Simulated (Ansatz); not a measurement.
Total energies of GeF2H2 (GeH2F2) from Ansatz at PBE0-D4/def2-TZVPD, gas phase (1 Eh = 27.2114 eV = 2625.5 kJ/mol). The reference geometry is relaxed at r2SCAN-D4/def2-TZVP.

Cartesian coordinates in Å:
```
Ge -0.055 0.025 -0.097
F 0.844 -1.402 0.269
F 0.062 0.992 1.327
H -1.516 -0.374 -0.276
H 0.665 0.758 -1.224
```

```json
{"state": "charge 0 singlet", "geometry": "reference", "energy (Eh)": "-2277.60089"}
{"state": "charge -1 doublet", "geometry": "reference", "energy (Eh)": "-2277.55608"}
{"state": "free Ge atom (triplet)", "geometry": "–", "energy (Eh)": "-2076.65536"}
{"state": "free F atom (doublet)", "geometry": "–", "energy (Eh)": "-99.67703"}
{"state": "free H atom (doublet)", "geometry": "–", "energy (Eh)": "-0.50104"}
```

**Question.** Work out the vertical electron affinity, to the doublet.

**Answer.** E(charge 0 singlet) − E(charge -1 doublet) = -2277.60089 − (-2277.55608) = -0.04481 Eh = -1.22 eV; negative, so the extra electron isn't bound.

**Question.** What is the binding energy per atom against free atoms?

**Answer.** Atoms: 1 × (-2076.65536) + 2 × (-99.67703) + 2 × (-0.50104) = -2277.01150 Eh. Binding: -2277.01150 − (-2277.60089) = 0.58939 Eh = 16.04 eV, or 3.21 eV for each of 5 atoms (no zero-point energy, no counterpoise term).

At PBE0-D4/def2-TZVPD the highest occupied level of the charge -1 doublet lies above zero (up to 2.81 eV). By energy differences it is unbound by 1.22 eV (vertical, against the charge 0 singlet, at PBE0-D4/def2-TZVPD) and held by the finite basis.
